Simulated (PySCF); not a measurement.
## Two-component Hartree-Fock for Cd⁺ (cadmium, charge +1)

Start: [Kr] 4d10 5s1; 5s1/2 filled at m_j = +1/2. Calculated with PySCF 2.14 in x2c-TZVPall-2c with one added diffuse shell each of s, p, d type (9s10p8d1f, 86 functions): generalised Hartree-Fock with the X2C-1e Hamiltonian and a Gaussian nucleus; one run each with spin-orbit coupling (SO) switched off, then screened by Boettger's factors. This is a chosen level, not necessarily the ground level.

```json
{"spinor shell": "1s1/2", "electrons": "2", "ε, spin-free (eV)": "-26854.7", "ε, screened SO (eV)": "-26852.6", "weight of nominal j (screened SO)": "1.000", "rms radius, screened SO (bohr)": "0.0348"}
{"spinor shell": "2s1/2", "electrons": "2", "ε, spin-free (eV)": "-4082.5", "ε, screened SO (eV)": "-4081.9", "weight of nominal j (screened SO)": "1.000", "rms radius, screened SO (bohr)": "0.142"}
{"spinor shell": "2p1/2", "electrons": "2", "ε, spin-free (eV)": "-3656.9", "ε, screened SO (eV)": "-3790.3", "weight of nominal j (screened SO)": "1.000", "rms radius, screened SO (bohr)": "0.124"}
{"spinor shell": "2p3/2", "electrons": "4", "ε, spin-free (eV)": "-3656.9", "ε, screened SO (eV)": "-3595.7", "weight of nominal j (screened SO)": "1.000", "rms radius, screened SO (bohr)": "0.128"}
{"spinor shell": "3s1/2", "electrons": "2", "ε, spin-free (eV)": "-805.89", "ε, screened SO (eV)": "-805.74", "weight of nominal j (screened SO)": "1.000", "rms radius, screened SO (bohr)": "0.381"}
{"spinor shell": "3p1/2", "electrons": "2", "ε, spin-free (eV)": "-662.83", "ε, screened SO (eV)": "-687.45", "weight of nominal j (screened SO)": "1.000", "rms radius, screened SO (bohr)": "0.375"}
{"spinor shell": "3p3/2", "electrons": "4", "ε, spin-free (eV)": "-662.83", "ε, screened SO (eV)": "-651.48", "weight of nominal j (screened SO)": "1.000", "rms radius, screened SO (bohr)": "0.386"}
{"spinor shell": "3d3/2", "electrons": "4", "ε, spin-free (eV)": "-439.55", "ε, screened SO (eV)": "-443.80", "weight of nominal j (screened SO)": "1.000", "rms radius, screened SO (bohr)": "0.362"}
{"spinor shell": "3d5/2", "electrons": "6", "ε, spin-free (eV)": "-439.55", "ε, screened SO (eV)": "-436.59", "weight of nominal j (screened SO)": "1.000", "rms radius, screened SO (bohr)": "0.365"}
{"spinor shell": "4s1/2", "electrons": "2", "ε, spin-free (eV)": "-137.55", "ε, screened SO (eV)": "-137.53", "weight of nominal j (screened SO)": "1.000", "rms radius, screened SO (bohr)": "0.943"}
{"spinor shell": "4p1/2", "electrons": "2", "ε, spin-free (eV)": "-93.345", "ε, screened SO (eV)": "-97.581", "weight of nominal j (screened SO)": "1.000", "rms radius, screened SO (bohr)": "1.01"}
{"spinor shell": "4p3/2", "electrons": "4", "ε, spin-free (eV)": "-93.345", "ε, screened SO (eV)": "-91.403", "weight of nominal j (screened SO)": "1.000", "rms radius, screened SO (bohr)": "1.04"}
{"spinor shell": "4d3/2", "electrons": "4", "ε, spin-free (eV)": "-28.153", "ε, screened SO (eV)": "-28.652", "weight of nominal j (screened SO)": "0.993", "rms radius, screened SO (bohr)": "1.36"}
{"spinor shell": "4d5/2", "electrons": "6", "ε, spin-free (eV)": "-28.153", "ε, screened SO (eV)": "-27.819", "weight of nominal j (screened SO)": "0.995", "rms radius, screened SO (bohr)": "1.38"}
{"spinor shell": "5s1/2", "electrons": "1", "ε, spin-free (eV)": "-15.716", "ε, screened SO (eV)": "-15.719", "weight of nominal j (screened SO)": "1.000", "rms radius, screened SO (bohr)": "2.96"}
```

```tsv
quantity	spin-free	screened SO
E (hartree)	-5590.50597	-5591.63070
M_J	1/2	1/2
⟨J²⟩	0.751	0.751
⟨L²⟩	0.000	0.016
⟨S²⟩	0.751	0.767
```

Breit and QED terms are absent; they matter most for the inner s and p1/2 levels.

Densities and radii are taken from the X2C orbitals without a picture-change correction, which distorts them close to the nucleus.

Without spin-orbit coupling the j labels of p, d and f shells carry no meaning; the spin-free column gives the mean over the occupied spinors of each nl shell.
